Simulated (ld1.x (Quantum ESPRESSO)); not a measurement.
# Ranking ultrasoft potentials for Ir (Z = 77)

All share these settings but for the change named:

Ir (Z = 77), ultrasoft, made with ld1.x (Quantum ESPRESSO) 7.5 (LDA (PZ), fully relativistic). Core [Xe] 4f14, reference 5d7 6s2 6p0. Waves: 6s (bound): rcut 2.00, rcutus 2.35 bohr; 6s channel at 0.05 Ry: rcut 2.00, rcutus 2.35 bohr; 6p (bound, empty): rcut 3.30, rcutus 3.80 bohr; 6p channel at 0.8 Ry: rcut 3.30, rcutus 3.80 bohr; 5d (bound): rcut 2.00, rcutus 2.50 bohr; 5d channel at 2.1 Ry: rcut 2.00, rcutus 2.50 bohr. Local part: all-electron potential smoothed inside 2.50 bohr (lloc = -1). Core correction: Bessel-smoothed model core, default radius (core density twice the valence density). Augmentation charge: PSQ, radius 2.10 bohr.

Open shells are filled in proportion to 2j + 1 (rel_dist='average').

Test errors are all-electron minus pseudo excitation energies from the reference, over 5d7 6s1 6p0; 5d7 6s0 6p0; 5d6 6s0 6p0; 5d5 6s0 6p0; 5d6 6s2 6p1; 5d6 6s2 6p0; 5d7.5 6s1.5 6p0. None of these files shows a bound ghost.

The base gives 357.2 meV.

Of 11 variants that were run, those that failed, showed a ghost or another fault, or gave nearly equal values are left out.

A variant can come out equal or close to the base, since the largest error may sit in a test that the change hardly touches while other tests move.

**Question.** Rank these variants by their largest absolute test error, smallest first.
A. core correction none
B. waves 6s (bound): rcut 2.00, rcutus 2.82 bohr; 6s channel at 0.05 Ry: rcut 2.00, rcutus 2.82 bohr
C. type RRKJ; waves now 6p (bound): rc 3.80 bohr; 5d (bound): rc 2.50 bohr; 6s (bound): rc 2.35 bohr; local potential the s channel
D. wave 6s channel at 0.05 Ry: rcut 2.00, rcutus 2.35 bohr becomes 6s channel at 3.39 Ry: rcut 2.00, rcutus 2.35 bohr

**Answer.** A (41.6 meV), B (299.2 meV), D (357.2 meV), C (438.5 meV).
